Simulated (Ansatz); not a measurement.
Abridged output of a molecular run in Ansatz:

```
Functional definition: HF
1358 factors; integrals over basis functions are off by at most 6.7e-4 eV
mean field evaluation 1: about -49865.8069 eV, gradient 4.3e1 eV
mean field evaluation 2: about -49866.0846 eV, gradient 4.4e1 eV
mean field evaluation 4: about -49871.4182 eV, gradient 3.0e0 eV
mean field evaluation 8: about -49871.4811 eV, gradient 4.9e-1 eV
mean field evaluation 16: about -49871.4823 eV, gradient 2.3e-6 eV
mean field -49871.48233388 eV, -1832.7431716652 hartree, gradient 2.3e-6 eV, S^2 0.000000; 0 other end points of the search recorded, 0 dependent functions left out
20 core orbitals not correlated: weight in the atoms' cores, before any rotation towards them, 1.000 or more for the frozen orbitals, at most 0.000 for the correlated occupied ones
reference -49871.48233388 eV, -1832.7431716652 hartree; 20, 20 occupied and 184, 184 virtual orbitals, 1358 factors
second order -31.36853049 eV of doubles, -0.00000000 eV of singles
cycle   1  -30.44892054 eV  change    9.2e-1 eV  update   2.4e-1
cycle   2  -31.49133371 eV  change    -1.0e0 eV  update   1.5e-1
cycle   3  -31.80077014 eV  change   -3.1e-1 eV  update   3.8e-2
cycle   4  -31.80417170 eV  change   -3.4e-3 eV  update   1.6e-2
cycle   5  -31.78682196 eV  change    1.7e-2 eV  update   6.0e-3
cycle   6  -31.78522447 eV  change    1.6e-3 eV  update   2.5e-3
cycle   7  -31.78562620 eV  change   -4.0e-4 eV  update   1.2e-3
cycle   8  -31.78558257 eV  change    4.4e-5 eV  update   4.8e-4
cycle   9  -31.78588720 eV  change   -3.0e-4 eV  update   2.1e-4
cycle  10  -31.78594160 eV  change   -5.4e-5 eV  update   7.3e-5
cycle  11  -31.78583038 eV  change    1.1e-4 eV  update   4.1e-5
cycle  12  -31.78584264 eV  change   -1.2e-5 eV  update   1.5e-5
perturbative correction -1.84149562 eV, -0.0676737156 hartree
Total energy: -49905.10967213 eV, -1833.9789535526 hartree
```

Its atoms:

```xyz
5

S    -1.926    0.201    0.909
Ta   -0.001    0.000    0.001
Cl    1.185    1.891    0.415
Cl    1.033   -1.805    0.909
Cl   -0.291   -0.287   -2.233
```

(1) Which basis set was used?
A. def2-SVPD
B. def2-TZVPP
C. cc-pV(D+d)Z
D. def2-TZVPPD

(2) Write the keys of the input that set method, charge and spin (a neutral closed shell needs none for the last two).

Answers

(1) B. It gives 224 functions.

(2) 
```yaml
correlation: {method: ccsd_t}
```
